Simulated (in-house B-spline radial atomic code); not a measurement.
Computed with a B-spline radial atomic code. Model: two electrons, singlet ground state, non-relativistic, full CI in B-splines with partial waves to l = 8 (at full coupling up to 3e-4 hartree above the limit, correlation up to 0.6 % small), density held at that of full coupling by Lieb maximisation.

W(λ) is the mean repulsion in the state of coupling λ less the Hartree energy of the fixed density. Its start is exact exchange, its initial slope is twice the second-order Görling-Levy correlation energy, and its area from 0 to 1 is E_xc. A straight curve means weak, dynamic correlation, and a curve that drops fast and flattens means strong correlation.

Command:
```bash
python run_ac.py task.json out
```
Settings (lengths in bohr, energies in hartree):
```
potential              harmonic
strength               0.00926
lmax                   8
```

Run time, properties included: 32 s on 1 thread of Intel(R) Xeon(R) Processor @ 2.30GHz, on a shared host.

**W = mean repulsion less Hartree energy, and W of three functionals.**

Given: confinement harmonic well; well frequency 0.00926 hartree; external potential omega^2 r^2/2.

Computed: LDA exchange minus exact 6.6993 millihartree; PBE exchange minus exact 1.4863 millihartree.

```tsv
coupling	W xc (hartree)	W xc minus exchange (millihartree)	kinetic minus Kohn-Sham (millihartree)	LDA (PW92) W minus its exchange (millihartree)	PBE W minus its exchange (millihartree)	SCAN W minus its exchange (millihartree)
0	-0.051854	0	0	0	0	0
0.02	-0.054015	-2.161	0.02	-5.45	-3.06	-1.72
0.05	-0.056569	-4.716	0.11	-9.46	-5.96	-3.8
0.12	-0.060443	-8.589	0.42	-14.77	-10.24	-7.28
0.25	-0.064004	-12.15	1.05	-19.87	-14.64	-11.11
0.4	-0.065982	-14.129	1.68	-23.12	-17.55	-13.58
0.6	?	?	?	?	?	?
0.8	-0.068287	-16.433	2.99	-27.51	-21.57	-16.58
1	?	?	?	?	?	?
1.4	-0.069706	-17.852	4.49	-30.58	-24.42	-18.22
2	-0.070457	-18.603	5.75	-32.29	-26.02	-18.92
3	-0.071191	-19.337	7.55	-33.99	-27.63	-19.48
```

(1) What belongs in the row 0.6?

(2) What belongs in the row 1?

(3) What is the SCAN exchange minus exact?

**Energy parts, natural occupations and partial-wave weights.**

Computed: correlation energy -0.013511 hartree; kinetic part of the DFT correlation energy 0.0035283 hartree; kinetic part over minus potential part 0.20707; Hartree energy 0.10371 hartree; Kohn-Sham kinetic 0.0076932 hartree; Lieb Oxford ratio E_xc over LDA exchange 1.4476.

| natural | occupation of the shell (electrons) |
| --- | --- |
| s | 1.3603 |
| p | 0.60325 |
| s | ? |
| d | 0.015873 |
| p | 0.00087653 |
| s | 2.6839e-05 |

(4) What belongs in the row s?

```json
{"wave": "s", "weight": "0.69"}
{"wave": "p", "weight": "?"}
{"wave": "d", "weight": "0.0079365"}
{"wave": "f", "weight": "2.4925e-07"}
{"wave": "g", "weight": "3.3315e-08"}
```

(5) What belongs in the row p?

(6) What is the exchange energy?

(7) What is the total energy?

Results:

(1) W xc (hartree): -0.067414; W xc minus exchange (millihartree): -15.561; kinetic minus Kohn-Sham (millihartree): 2.38; LDA (PW92) W minus its exchange (millihartree): -25.76; PBE W minus its exchange (millihartree): -19.96; SCAN W minus its exchange (millihartree): -15.46.

(2) W xc (hartree): -0.068893; W xc minus exchange (millihartree): -17.039; kinetic minus Kohn-Sham (millihartree): 3.53; LDA (PW92) W minus its exchange (millihartree): -28.79; PBE W minus its exchange (millihartree): -22.75; SCAN W minus its exchange (millihartree): -17.32.

(3) -0.74125 millihartree.

(4) occupation of the shell (electrons): 0.019708.

(5) weight: 0.30206.

(6) -0.051854 hartree.

(7) 0.0747 hartree.

Half-way to full coupling W has made 87 % of its drop, against 50 % for a straight line, and second-order (GL2) theory, half the initial slope, overshoots the correlation energy by about 334 %: correlation is strong. Over couplings 0 to 1 the errors in E_xc come to about -2.3 millihartree for LDA, -2.2 millihartree for PBE, -0.3 millihartree for SCAN, so SCAN is nearest. In LDA and PBE and SCAN the errors of exchange and correlation have opposite signs, so the sum is smaller than the larger of the two.
